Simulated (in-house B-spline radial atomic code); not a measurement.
## TDHF excitations of Sn4+

Method: TDHF. Computed with a B-spline radial code for spherical atoms: linear response of the closed shell [Kr] 4d10 with bare exchange (time-dependent Hartree-Fock); scalar-relativistic (spin-free one-electron X2C), finite nucleus, no spin-orbit coupling, no double excitations, S, P, D and F terms only; shells from n = 2 respond. Only terms of natural parity with L up to 3 were computed.

Command:
```bash
python run_td.py task.json out
```
Settings (radii: box in bohr, nucleus in fm):
```
Z                        50
electrons                46
configuration            [Kr] 4d10
hamiltonian              x2c
method                   hf
box_radius               19.1
rms_radius               4.6519
intervals                71
```

Cost of the run: 4.4 s on 1 thread of Arm Neoverse N1, with other jobs on the host.

The lowest states, in the order of their Tamm-Dancoff energies; the method's threshold (minus the highest occupied level) is 77.32 eV. Labels give the largest channel, * marks a mixed state, and oscillator strengths are full-response dipole values. Energies in eV:

```csv
state,full response,Tamm-Dancoff,oscillator strength
4d → 5s 3D,23.816,23.856,-
4d → 5s 1D,?,?,-
4d → 5p 3P,33.35,33.40,-
4d → 5p 3F,34.05,34.08,-
4d → 5p 1F,34.61,34.62,-
4d → 5p 1P,35.21,35.29,0.913
4d → 5d 3S,46.77,46.82,-
4d → 5d 3D,48.05,48.07,-
4d → 5d 1D,48.49,48.51,-
4d → 6s 3D,50.75,50.76,-
4d → 6s 1D,?,?,-
4d → 5d 1S,50.90,51.24,-
4d → 4f 3P,51.54,51.57,-
4d → 4f 3F,53.03,53.06,-
4d → 4f 1F,53.89,53.91,-
4d → 6p 3P,54.28,54.29,-
4d → 6p 3F,54.52,54.52,-
4d → 6p 1P,54.59,54.64,0.0484
4d → 6p 1F,54.66,54.66,-
4d → 4f 1P,55.83,56.04,2.13
4d → 6d 3S,59.67,59.69,-
4d → 6d 3D,60.16,60.17,-
```

Where does 4d → 5s 1D lie?

At 24.771 eV in full response, 24.790 eV in Tamm-Dancoff.

Where does 4d → 6s 1D lie?

At 50.96 eV in full response, 50.97 eV in Tamm-Dancoff.

How large is the singlet-triplet splitting of 4d → 5s (D terms) in Tamm-Dancoff?

0.933 eV, from the unrounded values.

What polarisabilities and dispersion coefficient does the method give?

Dipole 2.262 bohr³, quadrupole 4.574 bohr⁵, C6 8.704 hartree·bohr⁶ for two such species.
